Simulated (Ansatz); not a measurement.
`[CH3][In]([F])[SH]` + H₂ → `[F][InH][SH]` + CH₄  (hydrogenolysis of the In–C bond)

Isolated molecules relaxed with PBE0-D4/def2-TZVP in Ansatz; ΔE leaves out vibrations. CCSD(T)/CBS is the MP2 limit (def2-TZVPP, def2-QZVPP) plus CCSD(T) − MP2 in def2-TZVPP, frozen cores. This one scheme is used for every species. Functionals use def2-TZVPP. Elements past krypton have def2 core potentials. For In outer-core shells are correlated without core-valence functions, which leaves a few kJ/mol of doubt a bond. Each species was taken in one conformer, which may not be the lowest.

Q: Is it downhill or uphill in electronic energy at CCSD(T)/CBS, and by how much? (Estimate.)

A: Computed: Downhill: ΔE = -31.3 kJ/mol.

Q: What do these levels give: r2SCANh-D4, BHLYP, CAM-B3LYP, MP2/def2-SVP, CCSD(T)/def2-SVP, CCSD/def2-TZVPP? (Estimate.)

A: The calculation gave: r2SCANh-D4 -38.7, BHLYP -50.1, CAM-B3LYP -47.1, MP2/def2-SVP -41.0, CCSD(T)/def2-SVP -47.0, CCSD/def2-TZVPP -38.9 kJ/mol.

Largest T1 diagnostic among the species: 0.016.

From BLYP to BHLYP (50 % exact exchange), in def2-TZVPP and without D4, ΔE moves by −8.8 kJ/mol. The D4 term adds +5.6 kJ/mol with B3LYP and +3.1 kJ/mol with PBE0; it sums over pairs of atoms, weighted by their polarisabilities, and B3LYP, whose exchange is more repulsive, gets the larger term. In def2-TZVPP, CCSD(T) changes the Hartree–Fock value by +27.3 kJ/mol (the triples alone add +4.9 kJ/mol) and MP2 by +36.0 kJ/mol.

B3LYP here is the variant with VWN-RPA as its local correlation; programs differ in this.
